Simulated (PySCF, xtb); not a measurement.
CH8FNOSi2, SMILES C[SiH2]O[Si@@H](N)F. The values are those of a single conformer.

Harmonic wavenumbers (cm⁻¹) from GFN2-xTB in xtb 6.7.1 at its own minimum, in rising order: 4, 41, 54, 109, 174, 183, 244, 260, 327, 473, 503, 552, 623, 662, 695, 711, 766, 774, 783, 823, 838, 870, 933, 1103, 1372, 1480, 1482, 1509, 2212, 2247, 2364, 3029, 3033, 3044, 3495, 3532.

Problem. What does PBE0-D3(BJ)/def2-SVP run with PySCF give at its own minimum? (Estimate from the structure and the level; the computed values follow.)

Solution. 40, 46, 83, 163, 182, 220, 301, 334, 368, 435, 502, 618, 698, 741, 759, 767, 825, 849, 881, 902, 946, 966, 983, 1082, 1266, 1422, 1434, 1535, 2221, 2248, 2305, 3059, 3167, 3171, 3619, 3720. Paired by order, the mean absolute difference is 62 cm⁻¹ and the zero-point energies are 59.0 and 61.3 kcal/mol.
